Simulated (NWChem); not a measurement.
Molecule: C4H3NS; SMILES C1(C#C)=NCS1

```xyz
9

C      0.1678     2.8973     0.0000
C     -0.0585     1.6934     0.0000
C     -0.2543     0.2876     0.0000
N     -1.3677    -0.3987     0.0000
C     -0.7209    -1.6999     0.0000
S      1.0164    -0.9777     0.0000
H      0.3505     3.9635     0.0000
H     -0.9217    -2.3005     0.9114
H     -0.9217    -2.3005    -0.9114
```
Atoms are numbered in this order, from 1.

Program: NWChem. The geometry was optimised at PBE-D3(BJ)/def2-SVP.

Q: Estimate the computed values for PBE0/cc-pVDZ. Quantities: highest occupied level (eV); orbital gap (eV); dipole (D).

A: 
* **highest occupied level (eV)**: -7.14
* **orbital gap (eV)**: 5.65
* **dipole (D)**: 0.74
